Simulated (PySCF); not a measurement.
**Correlation energy of Sr (strontium, neutral)**

[Kr] 4d2, high-spin 3F determinant (an excited configuration). Computed with PySCF 2.14 in ANO-RCC-VTZP, with scalar relativity by spin-free X2C-1e. Frozen: [Ar] 3d10; 10 electrons correlated.

MP2 pair energies summed by pair of shells (mhartree):

```csv
pair,energy,share (%)
4p-4p,-114.53,60.0
4s-4p,-33.92,17.8
4p-4d,-31.54,16.5
4s-4s,-6.33,3.3
4s-4d,-3.24,1.7
4d-4d,-1.33,0.7
```

Total MP2 correlation energy: -190.88 mhartree.

Same-spin part -53.95 and opposite-spin part -136.94 mhartree; SCS-MP2 scales them by 1/3 and 6/5 to -182.31 mhartree.
